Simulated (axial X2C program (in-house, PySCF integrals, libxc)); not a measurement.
# Worked dissociation energy of AgSb: BP86, without spin–orbit coupling

Calculated with an in-house all-electron X2C program for linear molecules (integrals from PySCF). Spin-free means the one-electron spin-free X2C Hamiltonian. Basis: Sb dyall-v3z [11s12p8d1f], Ag dyall-v3z [12s12p8d3f2g] (cores contracted in-house); Gaussian nuclei, density fitting, unrestricted open shells. Masses: Sb 120.904 u, Ag 106.905 u.

Molecular state: M_S = 1, Λ = 0 (beyond evenly filled blocks: π+α, π-α).

```
E(Sb) (2M_S = 3, M_L = 0) : -6481.555091 hartree
E(Ag) (2M_S = 1, M_L = 0) : -5316.107687 hartree
E(AgSb) at Re             : -11797.729197 hartree
ωe                        : 180.9 cm⁻¹
ωexe                      : 0.498 cm⁻¹
```

Task: Work out De and D0.

Result: De = -6481.555091 + (-5316.107687) − (-11797.729197) = 0.06642 hartree = 1.807 eV. The zero-point energy is ωe/2 − ωexe/4 = 90 cm⁻¹ = 0.011 eV, so D0 = 1.796 eV.

The state is a single determinant with fixed occupations, the lowest that a limited PBE0 search found. Dissociation energies refer to the lowest single-determinant-based atoms at the same level and basis. Other states lie close and PBE0, whose exact exchange favours high spin, may order them wrongly; the determinant shown need not be the ground state. The nearest other spin-free determinant of the search, M_S = 0, Λ = 2, lies 0.81 eV up at the distance of the search.

Each atomic determinant is the lowest at this level and need not be a pure term. Totals compare only within one Hamiltonian and basis.
